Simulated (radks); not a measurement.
Results of a calculation; reference values are marked as such.
Valence configurations of the lead ion Pb+. Level of theory: scalar-relativistic Kohn-Sham, PBE, spin-polarised, spherical densities, finite nucleus; open shells are filled with parallel spins first (spin-orbit coupling, left out, can overturn this in heavy ions); Fermi nuclear charge, rms radius 5.5012 fm (a radial shooting solver on a logarithmic mesh with Libxc functionals). Energies are relative to [Hg] 6p1; eigenvalues in eV for spin up.

| valence | E (eV) | moment (Bohr magnetons) | e(4f) | e(5d) | e(6p) | e(6s) |
|---|---|---|---|---|---|---|
| [Hg] 6p1 | 0.000 | 1 | -140.60 | -28.898 | -10.197 | -19.505 |
| [Xe] 4f14 5d10 6s1.5 6p1.5 | 4.198 | 2 | -141.47 | -29.804 | -10.868 | -20.356 |
| [Xe] 4f14 5d10 6s1 6p2 | 8.137 | 3 | -142.28 | -30.649 | -11.463 | -21.136 |
| [Xe] 4f14 5d9.5 6s1.5 6p2 | 13.776 | 3 | -144.54 | -32.249 | -11.707 | -21.652 |
| [Xe] 4f14 5d9 6s2 6p2 | 19.740 | 3 | -146.82 | -33.864 | -11.938 | -22.162 |
| [Xe] 4f13 5d10 6s2 6p2 | 138.90 | 3 | -160.85 | -35.352 | -11.994 | -22.307 |
| [Xe] 4f13 5d10 6s1 6p3 | 147.41 | 5 | -162.40 | -36.945 | -13.097 | -23.759 |
| [Xe] 4f13 5d9.5 6s2 6p2.5 | 150.69 | 4 | -164.04 | -37.861 | -12.810 | -23.577 |
| [Xe] 4f13 5d9.5 6s1.5 6p3 | 155.07 | 5 | -164.80 | -38.638 | -13.349 | -24.284 |
| [Xe] 4f12 5d10 6s2 6p3 | 295.21 | 5 | -181.75 | -41.969 | -13.668 | -24.982 |

NIST lists [Hg] 6p1 as the ground configuration; this level of theory agrees among the configurations tried. The energies are those of spherical high-spin densities, not of single terms.
